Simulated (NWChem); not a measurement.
System: C2HF2, doublet; SMILES FC(=[CH])F

Here is an NWChem input.

```
start job
memory heap 200 mb stack 900 mb global 1100 mb
geometry units angstroms noautosym nocenter noautoz
  C     -0.872085    -1.134973     0.000000
  C     -0.093392    -0.079555     0.000000
  F     -0.515351     1.161200     0.000000
  F      1.222752    -0.107506     0.000000
  H     -0.804463    -2.215962     0.000000
end
basis spherical
  C library pcj-1
  F library pcj-1
  H library pcj-1
end
dft
  odft
  mult 2
  xc xpbe96 cpbe96
  iterations 150
end
property
  hyperfine
end
task dft property
```

Excerpt of the output:

```
             Northwest Computational Chemistry Package (NWChem) 7.3.0
             --------------------------------------------------------

                             Geometry "geometry" -> ""
                             -------------------------

 Output coordinates in angstroms (scale by  1.889725989 to convert to a.u.)

  No.       Tag          Charge          X              Y              Z
 ---- ---------------- ---------- -------------- -------------- --------------
    1 C                    6.0000    -0.87208500    -1.13497300     0.00000000
    2 C                    6.0000    -0.09339200    -0.07955500     0.00000000
    3 F                    9.0000    -0.51535100     1.16120000     0.00000000
    4 F                    9.0000     1.22275200    -0.10750600     0.00000000
    5 H                    1.0000    -0.80446300    -2.21596200     0.00000000

 Effective nuclear repulsion energy (a.u.)     109.8741010136

  pbe96 is a nonlocal functional; adding pw91lda local functional.
                              NWChem Property Module
                              ----------------------

  itol2e modified to match energy
  convergence criterion.

                                 NWChem DFT Module
                                 -----------------

 Summary of "ao basis" -> "ao basis" (spherical)
 ------------------------------------------------------------------------------
       Tag                 Description            Shells   Functions and Types
 ---------------- ------------------------------  ------  ---------------------
 C                           pcj-1                  11       27   5s4p2d
 F                           pcj-1                  11       27   5s4p2d
 H                           pcj-1                   6       10   4s2p

  itol2e modified to match energy
  convergence criterion.

            General Information
            -------------------
          SCF calculation type: DFT
          Wavefunction type:  spin polarized.
          No. of atoms     :     5
          No. of electrons :    31
           Alpha electrons :    16
            Beta electrons :    15
          Charge           :     0
          Spin multiplicity:     2
          Use of symmetry is: off; symmetry adaption is: off
          Maximum number of iterations: 150
          AO basis - number of functions:   118
                     number of shells:    50
          Convergence on energy requested:  1.00D-07
          Convergence on density requested:  1.00D-05
          Convergence on gradient requested:  5.00D-04

              XC Information
              --------------
          PerdewBurkeErnzerhof Exchange Functional  1.000
            Perdew 1991 LDA Correlation Functional  1.000 local
           PerdewBurkeErnz. Correlation Functional  1.000 non-local

             Grid Information
             ----------------
          Grid used for XC integration:  fine
          Radial quadrature: Mura-Knowles
          Angular quadrature: Lebedev.
          Tag              B.-S. Rad. Rad. Pts. Rad. Cut. Ang. Pts.
          ---              ---------- --------- --------- ---------
          C                   0.70       70           8.0       590
          F                   0.50       70          10.0       590
          H                   0.35       60           8.0       590
          Grid pruning is: on
          Number of quadrature shells:   340
          Spatial weights used:  Erf1

      Superposition of Atomic Density Guess
      -------------------------------------

 Sum of atomic energies:        -274.55892448

      Non-variational initial energy
      ------------------------------

 Total energy =    -275.855883
 1-e energy   =    -597.627965
 2-e energy   =     211.897981
 HOMO         =      -0.219894
 LUMO         =       0.108299

[...]

          ----------------------
          Hyperfine Interactions
          ----------------------

 Total Spin Density (Fermi Contact Term)
 ------------------ --------------------
     Atom            x         y         z       Density (a.u.)      Aiso(MHz)     Aiso(Gauss)
     1  13-C     -1.64800  -2.14479   0.00000       0.280912        315.799255     112.684837
     2  13-C     -0.17649  -0.15034   0.00000      -0.002172         -2.442238      -0.871450
     3  19-F     -0.97387   2.19435   0.00000       0.011487         48.332414      17.246178
     4  19-F      2.31067  -0.20316   0.00000       0.038716        162.894912      58.124857
     5   1-H     -1.52021  -4.18756   0.00000      -0.000529         -2.363713      -0.843430

           -------------------------------------------
           Anisotropic Interaction (Spin-Dipolar Term)
           -------------------------------------------

 ------------------------------------------------------------
     Atom            x         y         z
 ------------------------------------------------------------
     1  13-C     -1.64800  -2.14479   0.00000

   Spin-Dipolar term (a.u.)
        xx             yy             zz             xy             xz             yz
 ------------------------------------------------------------------------------------------
       0.947016      -0.471096      -0.475920      -0.469143      -0.000000       0.000000

   Principal Comp. of -hf- tensor (au)            Anisotropic -hfcc- (MHz)               Anisotropic -hfcc- (Gauss)
 --------------------------------------------------------------------------------------------------------------------------
      1.088169    -0.612249    -0.475920     146.021892   -82.158007   -63.863885      52.104154   -29.315970   -22.788184

   Orientation of the principal axis of Hyperfine Tensor w.r.t absolute (molecular) frame
 --------------------------------------------------------------------------------------------------------------------------
      0.957595     0.288116     0.000000
     -0.288116     0.957595    -0.000000
     -0.000000    -0.000000     1.000000

 ------------------------------------------------------------
     Atom            x         y         z
 ------------------------------------------------------------
     2  13-C     -0.17649  -0.15034   0.00000

   Spin-Dipolar term (a.u.)
        xx             yy             zz             xy             xz             yz
 ------------------------------------------------------------------------------------------
       0.030307       0.132211      -0.162518       0.012269       0.000000       0.000000

   Principal Comp. of -hf- tensor (au)            Anisotropic -hfcc- (MHz)               Anisotropic -hfcc- (Gauss)
 --------------------------------------------------------------------------------------------------------------------------
      0.028851     0.133668    -0.162518       3.871470    17.936947   -21.808417       1.381434     6.400338    -7.781772

   Orientation of the principal axis of Hyperfine Tensor w.r.t absolute (molecular) frame
 --------------------------------------------------------------------------------------------------------------------------
      0.993028     0.117875     0.000000
     -0.117875     0.993028    -0.000000
     -0.000000     0.000000     1.000000

 ------------------------------------------------------------
     Atom            x         y         z
 ------------------------------------------------------------
     3  19-F     -0.97387   2.19435   0.00000

   Spin-Dipolar term (a.u.)
        xx             yy             zz             xy             xz             yz
 ------------------------------------------------------------------------------------------
       0.020549       0.150580      -0.171129       0.129122      -0.000000      -0.000000

   Principal Comp. of -hf- tensor (au)            Anisotropic -hfcc- (MHz)               Anisotropic -hfcc- (Gauss)
 --------------------------------------------------------------------------------------------------------------------------
     -0.059002     0.230131    -0.171129     -29.632401   115.577592   -85.945191     -10.573560    41.240889   -30.667330

   Orientation of the principal axis of Hyperfine Tensor w.r.t absolute (molecular) frame
 --------------------------------------------------------------------------------------------------------------------------
      0.851389     0.524535    -0.000000
     -0.524535     0.851389     0.000000
      0.000000    -0.000000     1.000000

 ------------------------------------------------------------
     Atom            x         y         z
 ------------------------------------------------------------
     4  19-F      2.31067  -0.20316   0.00000

   Spin-Dipolar term (a.u.)
        xx             yy             zz             xy             xz             yz
 ------------------------------------------------------------------------------------------
       0.175024       0.116165      -0.291190       0.325004       0.000000       0.000000

   Principal Comp. of -hf- tensor (au)            Anisotropic -hfcc- (MHz)               Anisotropic -hfcc- (Gauss)
 --------------------------------------------------------------------------------------------------------------------------
      0.471928    -0.180739    -0.291190     237.014485   -90.771524  -146.242962      84.572519   -32.389482   -52.183037

   Orientation of the principal axis of Hyperfine Tensor w.r.t absolute (molecular) frame
 --------------------------------------------------------------------------------------------------------------------------
      0.738303    -0.674469    -0.000000
      0.674469     0.738303    -0.000000
      0.000000     0.000000     1.000000

 ------------------------------------------------------------
     Atom            x         y         z
 ------------------------------------------------------------
     5   1-H     -1.52021  -4.18756   0.00000

[...]
```

Level: PBE/pcJ-1, spin-unrestricted, contact and dipolar terms. In the optimisation the excess spin sits in a' (Cs, its own frame). All runs use the structure optimised with PBE0/def2-SVP, spin-unrestricted. No stability test was run on the SCF state.
